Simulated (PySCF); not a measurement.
# Reading the logs of faulty runs: AlB2GeH6

These are calculations, not measurements. They come from PySCF 2.14.0, an open-source quantum chemistry program, on an isolated molecule that a program drew, which may never have been made. The molecule is AlB2GeH6 (charge 0, doublet), drawn as the SMILES string `[BH2][Ge]([BH2])[AlH2]`.

Each row is a Hartree-Fock (HF) and frozen-core CCSD(T) single point in the cc-pV(D+d)Z basis, meant for a local HF minimum. Run 1 is clean. Each other run has one planted mistake out of seven kinds, and not every kind appears here: one electron removed, one electron added, multiplicity raised by two, geometry at a saddle point, minimal basis STO-3G, one bond length entered in bohr, all coordinates scaled. The reference is restricted for singlets and unrestricted otherwise, and also for a bond in bohr. Adding or removing an electron swaps singlet and doublet. Electrons count all cores. HOMO and LUMO are orbital energies over both spins, the gradient is its largest component, and the lowest frequency (negative if imaginary) is given only where the gradient is small. Bond lengths are over the 9 bonds as drawn. T1 is the CCSD diagnostic: over 0.02 (restricted) or 0.045 (unrestricted) a single reference is doubtful. Germanium has the cc-pVDZ-PP basis, with a core potential (ECP10MDF) in place of its 10 inner electrons, and its 3s, 3p and 3d shells are frozen in CCSD(T).

Geometry of the clean run:
```xyz
10
AlB2GeH6, angstrom
B    -2.6502   -0.8003    0.7174
Ge   -1.2353   -0.6615   -0.7806
B    -1.1180    1.1186   -1.8211
Al    0.2652   -2.5580   -1.3104
H    -3.3679    0.1294    0.9608
H    -2.7723   -1.8055    1.3598
H    -1.8515    2.0282   -1.5503
H    -0.3202    1.2658   -2.7042
H     1.3411   -2.4274   -2.4630
H     0.1584   -3.9126   -0.5002
```

```
run,electrons,basis functions,<S^2>,HOMO (eV),LUMO (eV),gradient (hartree/bohr),lowest frequency (cm^-1),mean bond (Å),longest bond (Å),T1,HF (hartree),CCSD(T) (hartree),mistake
1,61,104,0.759,-8.25,-0.45,1.3e-05,80,1.6186,2.476,0.0154,-588.09241,-588.47092,no fault
2,60,104,0.000,-15.06,-6.79,2.9e-02,-,1.6186,2.476,0.0099,-587.81724,-588.17353,one electron removed
3,61,104,0.758,-8.43,-0.55,2.0e-02,-,1.5603,2.387,0.0144,-588.08188,-588.45812,all coordinates scaled
4,62,104,0.000,-1.82,5.08,2.4e-02,-,1.6186,2.476,0.0211,-588.13104,-588.55418,one electron added
5,61,104,3.776,-6.14,-1.65,5.4e-02,-,1.6186,2.476,0.0272,-587.96701,-588.34492,?
6,61,104,1.702,-7.76,-0.23,9.3e-03,-,1.8228,3.903,0.0226,-587.99301,-588.35150,?
```

**Which mistake was planted in run 5, and what did it cost?**

Electrons, basis and geometry are unchanged, and <S^2> is 3.776, beside S(S+1) = 3.75 for a multiplicity of 4. So the mistake is: multiplicity raised by two. Subtracting run 1 and multiplying by 627.51 kcal/mol a hartree, the energy moved by 78.7 kcal/mol in HF and 79.1 kcal/mol in CCSD(T).

**Which mistake was planted in run 6, and what did it cost?**

The mean bond changes by a factor of 1.126 and the longest by 1.576, so the molecule wasn't scaled as a whole. A length L in bohr read as angstrom grows by (1/0.5292 - 1) L = 0.890 L. The 9 bonds together grew by 9 x 0.2042 = 1.838 Å, which gives L = 2.066 Å. That is the length of one of the B-Ge bonds, 2.065 Å in the clean geometry. So the mistake is: one bond length entered in bohr. Subtracting run 1 and multiplying by 627.51 kcal/mol a hartree, the energy moved by 62.4 kcal/mol in HF and 74.9 kcal/mol in CCSD(T).

Cautions from the logs. Run 4: T1 is over the limit, so its CCSD(T) energy is less reliable.
